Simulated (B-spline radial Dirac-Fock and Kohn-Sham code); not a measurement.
# The Sc-like isoelectronic sequence (21 electrons), Z = 64 to 72

Level of theory: relaxed Dirac-Fock hole states (ΔSCF) with Breit and QED corrections and a finite nucleus; a radial B-spline solver. Binding energies in eV, tabulated ground configurations ([Ar] 3d3 throughout). Correlation and solid-state effects are left out.

```tsv
ion	2s	3p1/2	3p3/2	outermost level	NIST ionisation energy
Gd⁴³⁺	10832.3	3829.8	3662.6	3403.2 (3d)	3424 ± 4
Tb⁴⁴⁺	11262.5	3996.4	3816.3	3550.2 (3d)	3573 ± 4
Dy⁴⁵⁺	11702.8	4167.0	3973.3	3700.4 (3d)	3725 ± 4
Ho⁴⁶⁺	12153.5	4341.7	4133.4	3853.6 (3d)	3880 ± 4
Er⁴⁷⁺	12614.6	4520.6	4296.8	4010.0 (3d)	4038 ± 4
Tm⁴⁸⁺	?	?	?	?	?
Yb⁴⁹⁺	13568.9	4890.7	4633.4	4332.1 (3d)	4364 ± 4
Lu⁵⁰⁺	14062.4	5082.1	4806.6	4497.8 (3d)	4532 ± 4
Hf⁵¹⁺	14567.2	5277.9	4983.1	4666.7 (3d)	4703 ± 4
```

Question: Fill in the row of Tm⁴⁸⁺.

Answer: 2s 13086.4, 3p1/2 4703.5, 3p3/2 4463.5, outermost 4169.5 (3d), NIST 4199 ± 4 eV.

NIST's values are for the lowest levels; a dash marks a value that is missing or belongs to another shell. Their kind here: theoretical. Where a p, d or f shell is open in either ion the computed value averages over both j values and all terms, while the table refers to the lowest levels; that difference holds spin-orbit splitting (largest in heavy or highly charged ions), term energies where several electrons share open shells, and correlation, and it can reach 10 % or more.
